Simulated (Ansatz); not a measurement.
Reaction (substitution at a C–C bond): `C[CH2][Ga]([Cl])[Cl]` + `O[SiH2]S` → `CO[SiH2]S` + `[CH3][Ga]([Cl])[Cl]`

Program: Ansatz. Geometries: PBE0-D4/def2-TZVP. ΔE: electronic, gas phase. CCSD(T)/CBS adds triple-zeta CCSD(T) − MP2 to the extrapolated MP2 energy (def2 sets, frozen cores). This one scheme is used for every species. For Ga outer-core shells are correlated without core-valence functions, which leaves a few kJ/mol of doubt a bond. Scalar relativity is left out up to krypton. One conformer a species, not always the lowest.

| species | CCSD(T)/CBS(def2) energy (Eh) |
| --- | --- |
| `C[CH2][Ga]([Cl])[Cl]` | -2922.73620 |
| `O[SiH2]S` | -764.50758 |
| `CO[SiH2]S` | -803.74459 |
| `[CH3][Ga]([Cl])[Cl]` | -2883.47913 |

(1) Work out ΔE.

Largest T1 diagnostic among the species: 0.011.

## Answers

(1) ΔE = (-803.74459) + (-2883.47913) − (-2922.73620) − (-764.50758) = 0.02006 Eh = +0.55 eV.

Leaving LDA and LC-ωPBE aside and taking each functional with its dispersion term where it has one, the values, not all of them listed here, spread over 0.08 eV, from CAM-B3LYP-D4 to PBE-QIDH. LDA lies +0.03 eV from PBE without D4. In def2-TZVPP, CCSD(T) changes the Hartree–Fock value by +0.13 eV (the triples alone add +0.01 eV) and MP2 by +0.19 eV. At CCSD(T), def2-SVP lies −0.11 eV from the extrapolated value and def2-TZVPP −0.04 eV.
